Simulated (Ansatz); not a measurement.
Computed with Ansatz on PBE0-D4/def2-TZVP structures; ΔE is electronic, products minus reactants. CCSD(T)/CBS is the MP2 limit (def2-TZVPP, def2-QZVPP) plus CCSD(T) − MP2 in def2-TZVPP, frozen cores. This one scheme is used for every species, atoms too. Functionals use def2-TZVPP. B3LYP here is the variant with VWN-RPA as its local correlation; programs differ in this. Open shells (•) are unrestricted, without spin–orbit coupling. Spin–orbit coupling would lower the free atoms: a little for Cl. Each species was taken in one conformer, which may not be the lowest.

Consider the homolysis of the Cl–Si bond: `N[Si](F)(Cl)Cl` → Cl• + `N[Si](F)Cl`•.

```
             level  ΔE (eV)  difference from CCSD(T)/CBS
           BLYP-D4     4.72                        -0.39
            B97M-V     5.14                         0.03
          B3LYP-D4     4.84                        -0.27
        r2SCAN0-D4     4.92                        -0.19
          BHLYP-D4     4.85                        -0.26
           ωB97X-V     5.09                        -0.02
            B2PLYP     4.87                        -0.24
            r2SCAN     4.92                        -0.19
             B3LYP     4.70                        -0.41
           r2SCANh     4.91                        -0.20
             BHLYP     4.74                        -0.37
           LC-ωPBE     4.91                        -0.20
     CCSD/def2-SVP     4.66                        -0.45
SCS-MP2/def2-TZVPP     5.04                        -0.07
     HF/def2-QZVPP     3.88                        -1.23
      HF/CBS(def2)     3.88                        -1.23
       CCSD(T)/CBS     5.11                            0
```

Largest T1 diagnostic among the species: 0.013.

The D4 term adds +0.14 eV with B3LYP and +0.07 eV with PBE0; it sums over pairs of atoms, weighted by their polarisabilities, and B3LYP, whose exchange is more repulsive, gets the larger term. At CCSD(T), def2-SVP lies −0.41 eV from the extrapolated value and def2-TZVPP −0.17 eV: correlation converges slowly with the basis, and small sets miss more of it in the bonded molecule than in its fragments. From BLYP to BHLYP (50 % exact exchange), in def2-TZVPP and without D4, ΔE moves by +0.20 eV.

CCSD(T)/CBS has its own doubt, a few kJ/mol and more with outer-core shells, so smaller differences from it don't rank the levels.
